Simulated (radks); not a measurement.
Valence configurations of Eu3+ (all share [Xe]). Method: scalar-relativistic Kohn-Sham, SCAN, spin-polarised, spherical densities, finite nucleus; open shells are filled with parallel spins first (spin-orbit coupling, left out, can overturn this in heavy ions); meta-GGA in the generalised Kohn-Sham scheme; Fermi nuclear charge, rms radius 5.1115 fm; computed with a radial shooting solver on a logarithmic mesh with Libxc functionals. Energies are relative to 4f6; eigenvalues in eV for spin up.

valence      E (eV)  moment (Bohr magnetons)    e(4f)    e(5d)    e(6p)    e(6s)
4f6           0.000                        6  -35.080        -        -        -
4f5 5d1      12.782                        6  -42.106  -26.922        -        -
4f5.5 5d0.5   5.791                        6  -38.524  -25.833        -        -
4f4 5d2      30.684                        6  -49.627  -29.040        -        -
4f5 6p1      22.195                        6  -46.398        -  -20.137        -
4f3 5d2 6s1  60.210                        6  -61.257  -33.378        -  -27.449
4f4 5d1 6p1  41.656                        6  -54.140  -31.955  -20.767        -

NIST lists [Xe] 4f6 as the ground configuration; this level of theory agrees among the configurations tried. The energies are those of spherical high-spin densities, not of single terms. No valid solution was reached for [Xe] 4f5 6s1; [Xe] 4f5.5 6s0.5.
